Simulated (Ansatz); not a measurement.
Nudged elastic band run: BGeH7Si

Input:

```yaml
crystal:
  periodic: [false, false, false]
  atoms:
    - { symbol: B, position_ang: [-1.843025, 0.597996, -0.383111] }
    - { symbol: Ge, position_ang: [0.140151, 1.000132, -0.10582] }
    - { symbol: Si, position_ang: [1.157075, -1.149939, 0.335995] }
    - { symbol: H, position_ang: [-2.600495, 0.550938, 0.566403] }
    - { symbol: H, position_ang: [-2.263877, 0.309155, -1.486334] }
    - { symbol: H, position_ang: [0.473492, 1.88826, 1.125523] }
    - { symbol: H, position_ang: [0.880881, 1.577372, -1.344439] }
    - { symbol: H, position_ang: [2.64165, -0.975992, 0.515548] }
    - { symbol: H, position_ang: [0.582897, -1.753975, 1.589075] }
    - { symbol: H, position_ang: [0.91435, -2.094948, -0.80984] }
basis:
  gaussian: { orbitals: def2-SVP }
hamiltonian:
  xc: pbe
neb:
  order_check: false
  images: 9
  f_tol: 0.05
  max_iterations: 60
  spring: 50.0
  final_atoms:
    - { symbol: B, position_ang: [-1.76511884, 0.99761871, -0.12473314] }
    - { symbol: Ge, position_ang: [-0.05174208, 0.27604467, -0.81906498] }
    - { symbol: Si, position_ang: [1.34528474, -1.29061332, 0.37485346] }
    - { symbol: H, position_ang: [-2.36477494, 0.3077562, 0.67267351] }
    - { symbol: H, position_ang: [-2.25837983, 1.93382011, -0.71842612] }
    - { symbol: H, position_ang: [-0.61595683, 1.42803272, 0.47058297] }
    - { symbol: H, position_ang: [0.8828281, 1.21229804, -1.65974104] }
    - { symbol: H, position_ang: [2.56273462, -0.62803532, 0.96166913] }
    - { symbol: H, position_ang: [0.55218343, -1.95806582, 1.46309063] }
    - { symbol: H, position_ang: [1.79604063, -2.32985699, -0.61790442] }
  initial_path:
    images:
      - { positions_ang: [[-1.843025, 0.597996, -0.383111], [0.140151, 1.000132, -0.10582], [1.157075, -1.149939, 0.335995], [-2.600495, 0.550938, 0.566403], [-2.263877, 0.309155, -1.486334], [0.473492, 1.88826, 1.125523], [0.880881, 1.577372, -1.344439], [2.64165, -0.975992, 0.515548], [0.582897, -1.753975, 1.589075], [0.91435, -2.094948, -0.80984]] }
      - { positions_ang: [[-1.7969591, 0.6256414, -0.36504246], [0.18192375, 0.98477527, -0.13476747], [1.1672912, -1.13973017, 0.3499656], [-2.50272167, 0.39529335, 0.44843748], [-2.27264282, 0.58921243, -1.31694485], [0.24143455, 1.74654819, 1.04666087], [0.88687156, 1.51877159, -1.40740075], [2.66275166, -0.97886942, 0.50220945], [0.61433969, -1.68770482, 1.63055174], [0.90081017, -2.10493882, -0.7506696]] }
      - { positions_ang: [[-1.75089319, 0.6532868, -0.34697393], [0.2236965, 0.96941853, -0.16371494], [1.17750741, -1.12952133, 0.36393619], [-2.40494833, 0.2396487, 0.33047196], [-2.28140864, 0.86926986, -1.14755571], [0.00937709, 1.60483638, 0.96779874], [0.89286213, 1.46017117, -1.47036251], [2.68385333, -0.98174683, 0.48887091], [0.64578238, -1.62143464, 1.67202849], [0.88727033, -2.11492964, -0.69149919]] }
      - { positions_ang: [[-1.70482729, 0.68093221, -0.32890539], [0.26546925, 0.9540618, -0.19266241], [1.18772361, -1.1193125, 0.37790679], [-2.307175, 0.08400405, 0.21250644], [-2.29017446, 1.1493273, -0.97816656], [-0.22268036, 1.46312457, 0.88893661], [0.89885269, 1.40157076, -1.53332426], [2.70495499, -0.98462425, 0.47553236], [0.67722507, -1.55516447, 1.71350523], [0.8737305, -2.12492046, -0.63232879]] }
      - { positions_ang: [[-1.65876139, 0.70857761, -0.31083685], [0.307242, 0.93870506, -0.22160989], [1.19793982, -1.10910366, 0.39187738], [-2.20940167, -0.0716406, 0.09454092], [-2.29894028, 1.42938473, -0.80877742], [-0.45473782, 1.32141276, 0.81007448], [0.90484325, 1.34297034, -1.59628602], [2.72605666, -0.98750167, 0.46219381], [0.70866776, -1.48889429, 1.75498197], [0.86019067, -2.13491128, -0.57315839]] }
      - { positions_ang: [[-1.61269548, 0.73622301, -0.29276831], [0.34901475, 0.92334833, -0.25055736], [1.20815602, -1.09889483, 0.40584798], [-2.11162833, -0.22728525, -0.0234246], [-2.3077061, 1.70944216, -0.63938827], [-0.68679527, 1.17970095, 0.73121235], [0.91083382, 1.28436993, -1.65924777], [2.74715832, -0.99037909, 0.44885526], [0.74011044, -1.42262411, 1.79645872], [0.84665083, -2.1449021, -0.51398798]] }
      - { positions_ang: [[-1.64318015, 0.78850215, -0.25916128], [0.26886338, 0.7938876, -0.36425888], [1.23558177, -1.13723853, 0.39964908], [-2.16225766, -0.12027696, 0.11579502], [-2.29784084, 1.75431775, -0.65519584], [-0.67262758, 1.2293673, 0.67908647], [0.90523267, 1.26995555, -1.65934643], [2.71027358, -0.91791033, 0.55141804], [0.70252504, -1.52971245, 1.7297851], [1.03652879, -2.18189308, -0.53477127]] }
      - { positions_ang: [[-1.67366483, 0.84078129, -0.22555424], [0.18871202, 0.66442687, -0.47796041], [1.26300751, -1.17558223, 0.39345017], [-2.21288698, -0.01326867, 0.25501464], [-2.28797559, 1.79919334, -0.67100341], [-0.65845989, 1.27903366, 0.6269606], [0.89963153, 1.25554117, -1.65944508], [2.67338884, -0.84544158, 0.65398081], [0.66493964, -1.6368008, 1.66311148], [1.22640675, -2.21888405, -0.55555456]] }
      - { positions_ang: [[-1.7041495, 0.89306043, -0.19194721], [0.10856065, 0.53496613, -0.59166193], [1.29043326, -1.21392592, 0.38725127], [-2.2635163, 0.09373962, 0.39423426], [-2.27811034, 1.84406893, -0.68681098], [-0.64429221, 1.32870001, 0.57483472], [0.89403039, 1.2411268, -1.65954374], [2.6365041, -0.77297282, 0.75654358], [0.62735423, -1.74388914, 1.59643786], [1.41628471, -2.25587503, -0.57633784]] }
      - { positions_ang: [[-1.73463417, 0.94533957, -0.15834017], [0.02840929, 0.4055054, -0.70536345], [1.317859, -1.25226962, 0.38105237], [-2.31414562, 0.20074791, 0.53345389], [-2.26824508, 1.88894452, -0.70261855], [-0.63012452, 1.37836636, 0.52270885], [0.88842925, 1.22671242, -1.65964239], [2.59961936, -0.70050407, 0.85910635], [0.58976883, -1.85097748, 1.52976424], [1.60616267, -2.29286601, -0.59712113]] }
      - { positions_ang: [[-1.76511884, 0.99761871, -0.12473314], [-0.05174208, 0.27604467, -0.81906498], [1.34528474, -1.29061332, 0.37485346], [-2.36477494, 0.3077562, 0.67267351], [-2.25837983, 1.93382011, -0.71842612], [-0.61595683, 1.42803272, 0.47058297], [0.8828281, 1.21229804, -1.65974104], [2.56273462, -0.62803532, 0.96166913], [0.55218343, -1.95806582, 1.46309063], [1.79604063, -2.32985699, -0.61790442]] }
```

Command:

```bash
$ ansatz run input.yaml --threads 2 --pin off --max-ram 3072MiB --backend cpu --events-out ev --progress --plain --runs-dir out
```

Output, in part (warnings, iteration lines, the closing report on the highest movable image, with atoms numbered from 0):

```
NEB end point (image 0): max|allowed force component| = 1.543e-3 eV/Å (the criterion of neb.relax_end_points is 1.000e-2)
NEB end point (image 10): max|allowed force component| = 1.121e-2 eV/Å (the criterion of neb.relax_end_points is 1.000e-2)
NEB iter   1: max|band force component| = 8.138e0 eV/Å  barrier→ = 3.3894 eV  barrier← = 3.5266 eV  Δτ_max = 0.1909 Å  (273 SCF iters)
NEB iter   2: max|band force component| = 2.165e0 eV/Å  barrier→ = 1.1144 eV  barrier← = 1.2515 eV  Δτ_max = 0.1989 Å  (248 SCF iters)
NEB iter   3: max|band force component| = 2.824e0 eV/Å  barrier→ = 0.5742 eV  barrier← = 0.7113 eV  Δτ_max = 0.2000 Å  (242 SCF iters)
NEB iter   4: max|band force component| = 1.580e0 eV/Å  barrier→ = 0.3164 eV  barrier← = 0.4535 eV  Δτ_max = 0.1988 Å  (235 SCF iters)
NEB iter   5: max|band force component| = 1.186e0 eV/Å  barrier→ = 0.2151 eV  barrier← = 0.3523 eV  Δτ_max = 0.1697 Å  (234 SCF iters)
NEB iter   6: max|band force component| = 2.559e-1 eV/Å  barrier→ = 0.2031 eV  barrier← = 0.3402 eV  CI = image 6  Δτ_max = 0.0906 Å  (234 SCF iters)
NEB iter   7: max|band force component| = 1.397e-1 eV/Å  barrier→ = 0.1996 eV  barrier← = 0.3367 eV  CI = image 6  Δτ_max = 0.1222 Å  (228 SCF iters)
NEB iter   8: max|band force component| = 1.181e-1 eV/Å  barrier→ = 0.1973 eV  barrier← = 0.3344 eV  CI = image 6  Δτ_max = 0.0427 Å  (233 SCF iters)
NEB iter   9: max|band force component| = 6.140e-2 eV/Å  barrier→ = 0.1964 eV  barrier← = 0.3335 eV  CI = image 6  Δτ_max = 0.1175 Å  (231 SCF iters)
NEB iter  10: max|band force component| = 1.467e-1 eV/Å  barrier→ = 0.1956 eV  barrier← = 0.3327 eV  CI = image 6  Δτ_max = 0.0587 Å  (223 SCF iters)
NEB iter  11: max|band force component| = 3.547e-1 eV/Å  barrier→ = 0.1947 eV  barrier← = 0.3318 eV  CI = image 6  Δτ_max = 0.0294 Å  (224 SCF iters)
NEB iter  12: max|band force component| = 7.917e-2 eV/Å  barrier→ = 0.1931 eV  barrier← = 0.3302 eV  CI = image 6  Δτ_max = 0.0423 Å  (232 SCF iters)
NEB iter  13: max|band force component| = 3.214e-2 eV/Å  barrier→ = 0.1920 eV  barrier← = 0.3291 eV  CI = image 6  Δτ_max = 0.0457 Å  (224 SCF iters)
NEB iter  14: max|band force component| = 3.646e-1 eV/Å  barrier→ = 0.1910 eV  barrier← = 0.3282 eV  CI = image 6  Δτ_max = 0.0587 Å  (26 SCF iters)
NEB iter  15: max|band force component| = 7.979e-2 eV/Å  barrier→ = 0.1902 eV  barrier← = 0.3274 eV  CI = image 6  Δτ_max = 0.0964 Å  (233 SCF iters)
NEB iter  16: max|band force component| = 1.002e-1 eV/Å  barrier→ = 0.1895 eV  barrier← = 0.3266 eV  CI = image 6  Δτ_max = 0.0367 Å  (232 SCF iters)
NEB iter  17: max|band force component| = 5.713e-2 eV/Å  barrier→ = 0.1892 eV  barrier← = 0.3263 eV  CI = image 6  Δτ_max = 0.0411 Å  (228 SCF iters)
NEB iter  18: max|band force component| = 5.188e-2 eV/Å  barrier→ = 0.1890 eV  barrier← = 0.3262 eV  CI = image 6  Δτ_max = 0.0482 Å  (230 SCF iters)
NEB iter  19: max|band force component| = 6.104e-2 eV/Å  barrier→ = 0.1889 eV  barrier← = 0.3261 eV  CI = image 6  Δτ_max = 0.0241 Å  (230 SCF iters)
NEB iter  20: max|band force component| = 1.657e-1 eV/Å  barrier→ = 0.1889 eV  barrier← = 0.3260 eV  CI = image 6  Δτ_max = 0.0120 Å  (199 SCF iters)
NEB iter  21: max|band force component| = 4.870e-2 eV/Å  barrier→ = 0.1888 eV  barrier← = 0.3260 eV  CI = image 6  Δτ_max = 0.0000 Å  (431 SCF iters)
Total energy: -65160.22080947 eV, -2394.5939475639 hartree
Atom 0 at    -1.893871     0.790557    -0.323889 Å, force     0.000850    -0.001265    -0.000731 eV/Å
Atom 1 at     0.079101     0.546068    -0.546765 Å, force     0.000172     0.000294    -0.001199 eV/Å
Atom 2 at     1.336034    -1.257701     0.389026 Å, force    -0.000553    -0.000354     0.000290 eV/Å
Atom 3 at    -2.461807     0.153345     0.540347 Å, force     0.000087     0.000595     0.000508 eV/Å
Atom 4 at    -2.440121     1.723992    -0.877206 Å, force    -0.000439     0.000168     0.000806 eV/Å
Atom 5 at    -0.187701     1.580564     0.671422 Å, force     0.000306     0.000323     0.000188 eV/Å
Atom 6 at     0.855799     1.373256    -1.605177 Å, force    -0.000294    -0.000285    -0.000020 eV/Å
Atom 7 at     2.692293    -0.798175     0.850760 Å, force    -0.000194    -0.000030     0.000491 eV/Å
Atom 8 at     0.580982    -1.833316     1.555592 Å, force    -0.000286    -0.000134    -0.000493 eV/Å
Atom 9 at     1.522390    -2.329590    -0.651110 Å, force     0.000352     0.000689     0.000160 eV/Å
Dipole moment:     0.084217    -0.070795    -0.042000 e Å
```

The run converged. The band force fell under the threshold earlier too, but the program's further tests of the path sent the band on. Another band between the same ends (9 images) ends at a top of the same energy, where a vibrational analysis finds 1 clearly imaginary mode.

Final band:

```tsv
image	path coordinate (Å)	energy (kJ/mol)
0	0.00	0.0
1	0.41	0.7
2	0.83	2.5
3	1.24	4.8
4	1.65	7.3
5	2.06	13.1
6	2.48	18.2
7	2.78	11.8
8	3.08	-8.0
9	3.38	-13.1
10	3.69	-13.2
```

Time of the run: 3.5 min on 2 threads of Intel(R) Xeon(R) CPU @ 2.60GHz (Ice Lake), on a shared host, peak memory 0.16 GiB.
